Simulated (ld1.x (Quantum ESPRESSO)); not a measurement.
# An all-electron radial function and its pseudo partner (Co)

Columns: radius, all-electron u(r) and pseudo u(r) of the 3p shell (level -103.69 eV) of cobalt in the configuration [Ne] 3s2 3p6 3d6 4s0 4p0; LDA (PZ), scalar-relativistic, TM scheme, ld1.x (Quantum ESPRESSO) 7.5.

```json
{"r (bohr)": "0.088", "all-electron": "0.5294", "pseudo": "-0.0492"}
{"r (bohr)": "0.175", "all-electron": "0.5661", "pseudo": "-0.1877"}
{"r (bohr)": "0.262", "all-electron": "0.1328", "pseudo": "-0.3949"}
{"r (bohr)": "0.350", "all-electron": "-0.3896", "pseudo": "-0.6416"}
{"r (bohr)": "0.438", "all-electron": "-0.8034", "pseudo": "-0.8823"}
{"r (bohr)": "0.525", "all-electron": "-1.0592", "pseudo": "-1.0702"}
{"r (bohr)": "0.612", "all-electron": "-1.1790", "pseudo": "-1.1770"}
{"r (bohr)": "0.700", "all-electron": "-1.1982", "pseudo": "-1.1975"}
{"r (bohr)": "0.788", "all-electron": "-1.1504", "pseudo": "-1.1504"}
{"r (bohr)": "0.875", "all-electron": "-1.0650", "pseudo": "-1.0650"}
{"r (bohr)": "0.962", "all-electron": "-0.9609", "pseudo": "-0.9609"}
{"r (bohr)": "1.050", "all-electron": "-0.8498", "pseudo": "-0.8498"}
{"r (bohr)": "1.138", "all-electron": "-0.7408", "pseudo": "-0.7408"}
{"r (bohr)": "1.225", "all-electron": "-0.6397", "pseudo": "-0.6397"}
{"r (bohr)": "1.312", "all-electron": "-0.5476", "pseudo": "-0.5476"}
{"r (bohr)": "1.400", "all-electron": "-0.4646", "pseudo": "-0.4646"}
{"r (bohr)": "1.487", "all-electron": "-0.3926", "pseudo": "-0.3926"}
{"r (bohr)": "1.575", "all-electron": "-0.3293", "pseudo": "-0.3293"}
{"r (bohr)": "1.662", "all-electron": "-0.2757", "pseudo": "-0.2757"}
{"r (bohr)": "1.750", "all-electron": "-0.2294", "pseudo": "-0.2294"}
{"r (bohr)": "1.838", "all-electron": "-0.1902", "pseudo": "-0.1902"}
{"r (bohr)": "1.925", "all-electron": "-0.1576", "pseudo": "-0.1576"}
{"r (bohr)": "2.012", "all-electron": "-0.1303", "pseudo": "-0.1303"}
{"r (bohr)": "2.100", "all-electron": "-0.1071", "pseudo": "-0.1071"}
{"r (bohr)": "2.188", "all-electron": "-0.0880", "pseudo": "-0.0880"}
{"r (bohr)": "2.275", "all-electron": "-0.0722", "pseudo": "-0.0722"}
```

How many radial nodes do the two functions have?

The all-electron 3p function has n − l − 1 = 1; the pseudo-wave has 0, since the states of the same l below it are removed with the core.

At about which radius was the pseudo-wave matched?

0.85 bohr, where the columns begin to agree (steps of 0.09 bohr).

Is the pseudo-wave norm-conserving?

Yes: the TM scheme keeps the norm inside the radius equal to the all-electron one, which fixes the energy derivative of the logarithmic derivative at the level.
